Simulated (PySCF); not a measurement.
**Radial density of Pb²⁺ (lead, charge +2)**

r2SCAN, [Xe] 4f14 5d10 6s2, closed-shell 1S. Calculation: PySCF 2.14, in aug-cc-pwCVTZ-DK3 (11s10p8d5f1g, 125 functions); scalar relativity by spin-free X2C-1e.

```csv
r (bohr),4πr²ρ (e/bohr)
0.0157,105.7
0.0265,108.9
0.0445,153.5
0.0749,127.0
0.126,142.9
0.212,92.54
0.356,97.72
0.599,39.36
1.01,21.56
1.70,6.323
2.85,0.8292
4.80,0.01462
8.07,1.033e-05
```

Densities and radii are taken from the X2C orbitals without a picture-change correction, which distorts them close to the nucleus.

Spin-orbit coupling, which splits the p, d and f shells strongly at this Z, is absent.
